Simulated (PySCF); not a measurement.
This PySCF input asks for the NMR shieldings of SMILES C[Si](C)(C)PCC(F)(F)F, C5H12F3PSi; the geometry comes from GFN2-xTB.

```python
import basis_set_exchange as bse
import numpy as np
from pyscf import gto, dft
from pyscf.prop import nmr

atoms = """
C    -0.522166    0.811613    1.682185
Si   -0.986528   -0.096612    0.060687
C    -1.405582    1.137438   -1.329193
C    -2.459723   -1.269338    0.385632
P     0.661211   -1.468420   -0.728906
C     2.193071   -0.685978    0.030744
C     2.635196    0.471168   -0.819479
F     3.885553    0.878848   -0.531620
F     2.623669    0.185636   -2.126978
F     1.854967    1.555653   -0.662851
H    -1.377389    1.353277    2.074252
H     0.271067    1.534218    1.516102
H    -0.193762    0.119310    2.453246
H    -2.274781    1.736111   -1.075983
H    -1.620642    0.613057   -2.255865
H    -0.579710    1.815541   -1.518451
H    -2.688958   -1.850678   -0.502323
H    -3.350876   -0.712992    0.656644
H    -2.248517   -1.968220    1.189459
H     0.542859   -2.380391    0.315398
H     2.034107   -0.333114    1.050287
H     2.996521   -1.426742    0.021745
"""
names = dict.fromkeys(["C", "Si", "P", "F", "H"], "pcSseg-1")
basis = {el: gto.basis.parse(bse.get_basis(n, elements=[el], fmt="nwchem")) for el, n in names.items()}
mol = gto.M(atom=atoms, basis=basis, charge=0, verbose=0)
mf = dft.RKS(mol, xc="PBE0")
mf.grids.level = 2
mf.grids.alignment = dft.numint.BLKSIZE   # the property module wants whole blocks of grid points
mf.conv_tol = 1e-9
mf.kernel()

calc = nmr.RKS(mf)   # GIAO
C = mf.mo_coeff
Co = C[:, mf.mo_occ > 0]
resp = mf.gen_response(singlet=True, hermi=2)
def vind(x):   # induced exchange potential for any number of trial vectors
    d = np.einsum("pi,xij,qj->xpq", C, 2 * x.reshape(-1, C.shape[1], Co.shape[1]), Co, optimize=True)
    return np.einsum("xpq,pi,qj->xij", resp(d - d.transpose(0, 2, 1)), C, Co, optimize=True).ravel()
mo1, _ = nmr.rhf.solve_mo1(calc, with_cphf=vind)
sigma = calc.kernel(mo1)
for i, s in enumerate(sigma):   # ppm
    w = np.linalg.eigvalsh((s + s.T) / 2)
    print("%2d %-2s iso %8.1f  s11 %8.1f  s22 %8.1f  s33 %8.1f" % (i, mol.atom_pure_symbol(i), w.mean(), *w))
```

Question: Give the expected output.

Answer: 
```
 0 C  iso    187.2  s11    180.1  s22    188.1  s33    193.5
 1 Si iso    342.0  s11    325.8  s22    337.0  s33    363.3
 2 C  iso    186.2  s11    180.2  s22    185.4  s33    193.0
 3 C  iso    186.2  s11    178.8  s22    186.2  s33    193.4
 4 P  iso    514.8  s11    450.4  s22    503.8  s33    590.4
 5 C  iso    160.5  s11    142.5  s22    155.8  s33    183.2
 6 C  iso     50.8  s11     42.8  s22     50.3  s33     59.2
 7 F  iso    242.8  s11    150.1  s22    237.2  s33    341.0
 8 F  iso    247.7  s11    161.6  s22    254.9  s33    326.6
 9 F  iso    250.6  s11    165.4  s22    252.2  s33    334.3
10 H  iso     31.3  s11     26.8  s22     28.3  s33     38.9
11 H  iso     31.1  s11     25.9  s22     30.5  s33     37.0
12 H  iso     31.7  s11     27.6  s22     29.0  s33     38.4
13 H  iso     31.6  s11     26.9  s22     28.5  s33     39.3
14 H  iso     31.5  s11     27.4  s22     28.7  s33     38.4
15 H  iso     31.1  s11     25.5  s22     30.6  s33     37.1
16 H  iso     31.5  s11     26.9  s22     29.5  s33     38.3
17 H  iso     31.5  s11     26.8  s22     28.5  s33     39.2
18 H  iso     31.7  s11     27.1  s22     29.6  s33     38.4
19 H  iso     29.9  s11     24.4  s22     28.7  s33     36.5
20 H  iso     29.0  s11     24.5  s22     29.4  s33     33.1
21 H  iso     29.3  s11     23.7  s22     28.0  s33     36.1
```

These numbers come from an equivalent density-fitted implementation of the same equations, which agrees with the script to about 0.01 ppm for H and up to a few tenths of a ppm for heavy atoms, so last digits may differ.

Size and cost of the density-fitted run: 244 basis functions, 60 s wall time on 1 thread of an Arm Neoverse V1, shared host.
